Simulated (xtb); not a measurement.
fluoro(fluorosilylsulfanyl)silane (F2H4SSi2), SMILES F[SiH2]S[SiH2]F. All values are semi-empirical tight-binding results from xtb (GFN2-xTB unless named), good for trends rather than for accurate numbers. The structure is a stationary point at GFN2-xTB. One conformer was computed; it need not be the lowest.

Computed properties:
The orbital gap is 4.57 eV. The zero-point energy is 25.6 kcal/mol and the G − E(el) at 298.15 K (modified RRHO) is 4.4 kcal/mol. The static polarisability (D4 model) comes out as 81.6 bohr³ and the solvation energy, GFN2-xTB/ALPB(water) comes out as 1.1 kcal/mol. The solvation energy, GFN2-xTB/ALPB(ch2cl2) is -3.0 kcal/mol.
